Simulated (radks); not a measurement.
All-electron atom: Sn III in [Kr] 4d10 5s2. Calculated with a radial shooting solver on a logarithmic mesh with Libxc functionals: Dirac Kohn-Sham, PBE, spin-unpolarised, spherical densities, finite nucleus; Fermi nuclear charge, rms radius 4.6519 fm.

Radial electron density D(r) = 4 pi r^2 rho(r):

| r (bohr) | D(r) (e/bohr) |
|---|---|
| 0.001157 | 2.038 |
| 0.001336 | 2.618 |
| 0.001543 | 3.353 |
| 0.001782 | 4.280 |
| 0.002058 | 5.444 |
| 0.002377 | 6.895 |
| 0.002745 | 8.689 |
| 0.00317 | 10.89 |
| 0.003661 | 13.55 |
| 0.004228 | 16.74 |
| 0.004883 | 20.51 |
| 0.005639 | 24.86 |
| 0.006512 | 29.80 |
| 0.007521 | 35.24 |
| 0.008686 | 41.04 |
| 0.01003 | 46.97 |
| 0.01158 | 52.71 |
| 0.01338 | 57.84 |
| 0.01545 | 61.90 |
| 0.01784 | 64.49 |
| 0.02061 | 65.31 |
| 0.0238 | 64.36 |
| 0.02749 | 62.01 |
| 0.03174 | 59.10 |
| 0.03666 | 56.83 |
| 0.04234 | 56.49 |
| 0.04889 | 59.02 |
| 0.05647 | 64.50 |
| 0.06521 | 71.79 |
| 0.07531 | 78.62 |
| 0.08698 | 82.25 |
| 0.1013 | 80.54 |
| 0.1169 | 73.88 |
| 0.1351 | 65.11 |
| 0.156 | 58.44 |
| 0.1801 | 57.15 |
| 0.208 | 61.14 |
| 0.2402 | 66.42 |
| 0.2775 | 67.35 |
| 0.3204 | 60.47 |
| 0.3701 | 47.17 |
| 0.4274 | 32.88 |
| 0.4936 | 23.23 |
| 0.57 | 20.33 |
| 0.6583 | 21.85 |
| 0.7603 | 23.51 |
| 0.878 | 22.44 |
| 1.014 | 18.53 |
| 1.171 | 13.46 |
| 1.352 | 8.910 |
| 1.562 | 5.627 |
| 1.804 | 3.539 |
| 2.083 | 2.241 |
| 2.406 | 1.384 |
| 2.779 | 0.7888 |
| 3.209 | 0.3945 |
| 3.706 | 0.1659 |
| 4.28 | 0.05618 |
| 4.943 | 0.01463 |
| 5.708 | 0.002807 |
| 6.592 | 0.0003808 |

D(r) has 4 maxima, at r = 0.0204, 0.0898, 0.264, 0.779 bohr, and minima at 0.0404, 0.173, 0.570 bohr, inside which lie 2.04, 11.20, 28.98 electrons.
